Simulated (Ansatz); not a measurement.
Pulling on the Ge2–H3 bond in BGeH5 (SMILES [BH2][GeH3]) (multiplicity 1 held, fragments rigid). Energies count from the point at 1.540 Å.
Geometry at that point (charge 0, multiplicity 1):
```xyz
7

B     -1.684    -0.090    -0.388
Ge     0.324     0.013     0.073
H      1.161    -1.182    -0.418
H      0.935     1.296    -0.532
H      0.506     0.120     1.602
H     -2.405     0.793    -0.046
H     -2.153    -1.005    -0.986
```

R- and RO- levels are restricted; in cc, def2 and unpolarised 6-31G sets they are followed outwards from rest. Active spaces are followed from a long bond inwards. Levels need not reach the same state.

Correlated levels freeze the cores. Filled d and f shells under p-block atoms count as core.

Codes used: Ansatz (an electronic-structure program) with Gaussian orbitals. Values without a source in brackets are computed.

Energies in eV.

| R (Å) | R-PBE/cc-pVTZ | R-MP2/cc-pVTZ | CASSCF(2,2)/cc-pVTZ | FIC-MRCISD+Q on CASSCF(2,2)/cc-pVTZ |
|---|---|---|---|---|
| 1.232 | 1.29 | 1.33 | 1.42 | 1.35 |
| 1.386 | 0.26 | 0.26 | 0.31 | 0.27 |
| 1.540 | 0.00 | 0.00 | 0.00 | 0.00 |
| 1.694 | 0.14 | 0.17 | 0.10 | 0.15 |
| 1.848 | 0.47 | ___ | 0.41 | 0.50 |
| 2.078 | 1.11 | 1.29 | 1.02 | 1.17 |
| 2.309 | 1.77 | 2.05 | 1.63 | 1.84 |
| 2.694 | 2.72 | ___ | 2.45 | 2.74 |
| 3.079 | 3.44 | 4.05 | 2.96 | 3.31 |
| 3.541 | 4.04 | ___ | 3.25 | 3.63 |
| 4.157 | 4.52 | 5.24 | 3.37 | 3.76 |
| 4.927 | 4.80 | 5.26 | 3.40 | 3.79 |

### Question
What belongs in the gaps?

### Answer

- 2.694, R-MP2/cc-pVTZ: 3.18
- 1.848, R-MP2/cc-pVTZ: 0.55
- 3.541, R-MP2/cc-pVTZ: 4.76

Doubts at one or more of the structures used: a restricted determinant that unrestricted orbitals would lower (R-PBE/cc-pVTZ, R-MP2/cc-pVTZ).
